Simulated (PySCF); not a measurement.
Species: C8H10Si.
SMILES with atom numbers: `[CH:1]#[C:2][C:3]1=[CH:4][Si@H:5]([CH2:6][CH3:7])[CH:8]=[CH:9]1`

NICS = −σ at a ghost point: NICS(0) at the centroid of the ring atoms, NICS(1) 1 Å to either side along the normal of their mean plane, zz for the tensor component along that normal. Level: GIAO PBE0/pcSseg-1 (PySCF, non-relativistic, gas phase) on the PBE0-D3(BJ)/def2-SVP geometry, one conformer.

Ring bond lengths (Å), with Mayer bond orders in brackets: C3–C4 1.360 (1.78), C4–Si5 1.875 (0.85), Si5–C8 1.875 (0.88), C8–C9 1.347 (1.85), C9–C3 1.493 (1.06).

Q: Give the NICS values of each ring in ppm.

A: 
```tsv
ring	type	NICS(0)	NICS(1), two faces	NICS(1)zz, two faces	rms pucker (Å)	centre to ring atoms, mean (Å)
C3–C4–Si5–C8–C9	5-membered ring with Si; formal bonds 2 double, 3 single	0.1	-2.2 / -2.3	0.3 / 0.8	0.00	1.35
```

Q: What do they say, and how far can they be read as aromaticity?

A: 
- C3–C4–Si5–C8–C9: mean NICS(1)zz 0.5 ppm, near zero. Si5 has four or more neighbours, and the NICS criterion for π rings isn't applied.

Q: What field does 7.05 T along the ring normal induce along that normal at the first NICS(1) probe listed for ring C3–C4–Si5–C8–C9, 1 Å off the ring?

A: NICSzz × B0 = 0.3 ppm × 7.05 T = 2 μT, along the applied field.

Q: How do the values depend on the level or the medium?

A: 
```
                         level  NICS(0), C3–C4–Si5–C8–C9  mean NICS(1)zz, C3–C4–Si5–C8–C9
            PBE0/pcSseg-1, gas                       0.1                              0.5
         wB97X-D/pcSseg-1, gas                       0.4                              0.9
PBE0/pcSseg-1, IEF-PCM acetone                       0.1                              0.3
```

The geometry is the same throughout; the continuum's cavity takes Bondi-type radii × 1.2.

Hardware: Arm Neoverse N1, one thread, shared host with 64 logical CPUs at a one-minute load of 58. Cost: 79 s wall, 0.97 GiB resident at most. This is the whole shielding run at PBE0/pcSseg-1, SCF included.

The values belong to the conformer `[CH:1]#[C:2][C:3]1=[CH:4][Si@H:5]([CH2:6][CH3:7])[CH:8]=[CH:9]1`: C4–Si5–C6–C7 67°.
